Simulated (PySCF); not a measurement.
**Electron correlation in Ni⁺ (nickel, charge +1)**

[Ar] 3d8 4s1, high-spin 4F determinant (an excited configuration). Calculation: PySCF 2.14, in aug-cc-pVTZ; the non-relativistic Hamiltonian (point nucleus). Frozen: [Ar]; 9 electrons correlated.

MP2 pair energies summed by pair of shells (mhartree):

```json
{"pair": "3d-3d", "energy": "-266.01", "share (%)": "91.3"}
{"pair": "3d-4s", "energy": "-25.30", "share (%)": "8.7"}
```

Total MP2 correlation energy: -291.31 mhartree.

Same-spin part -113.12 and opposite-spin part -178.19 mhartree; SCS-MP2 scales them by 1/3 and 6/5 to -251.54 mhartree.
